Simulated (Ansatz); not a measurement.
Basis sets compared for BMe2(tBu) (C₆H₁₅B). Total charge 0; singlet. Geometry PBE-D4/def2-SVP. Ansatz on 4 threads of Arm Neoverse V1 on a shared host; times are rough, and most runs start from earlier orbitals.

```csv
atom,x (Å),y (Å),z (Å)
B1,0.535,-0.487,0.619
C2,1.837,0.168,1.226
C3,0.112,-1.943,1.057
C4,-0.342,0.317,-0.456
C5,-1.367,1.062,0.441
C6,-1.105,-0.597,-1.434
C7,0.465,1.352,-1.261
H8,2.646,0.017,0.472
H9,2.190,-0.290,2.171
H10,1.771,1.268,1.355
H11,-0.982,-2.126,1.049
H12,0.533,-2.275,2.027
H13,0.524,-2.632,0.280
H14,-2.053,1.672,-0.189
H15,-1.996,0.362,1.029
H16,-0.872,1.755,1.154
H17,-1.755,-1.325,-0.910
H18,-0.409,-1.176,-2.078
H19,-1.757,0.000,-2.109
H20,1.235,0.864,-1.897
H21,0.987,2.079,-0.608
H22,-0.198,1.935,-1.937
```

Another isomer (singlet) lies 0.02 eV lower at PBE0-D4/def2-TZVP; other spin states weren't run for this one.

Binding counts from free atoms (B doublet, C triplet, H doublet) in the same basis, without a counterpoise term.

| level | functions | energy (Eh) | HOMO (eV) | LUMO (eV) | binding per atom (eV) | wall time |
| --- | --- | --- | --- | --- | --- | --- |
| PBE-D4/def2-SVP | 173 | -261.9653 | -6.27 | -1.15 | 4.20 | 2.6 s |
| PBE0-D4/def2-SVP | 173 | -262.0292 | -7.61 | -0.15 | 4.17 | 3.4 s |

Task: Estimate the rows for PBE-D4/def2-TZVP (with forces), PBE0-D4/def2-TZVP.

Result: 
| level | functions | energy (Eh) | HOMO (eV) | LUMO (eV) | binding per atom (eV) | wall time |
| --- | --- | --- | --- | --- | --- | --- |
| PBE-D4/def2-TZVP (with forces) | 307 | -262.2476 | -6.37 | -1.28 | 4.17 | 6.5 s |
| PBE0-D4/def2-TZVP | 307 | -262.3029 | -7.66 | -0.25 | 4.13 | 11 s |
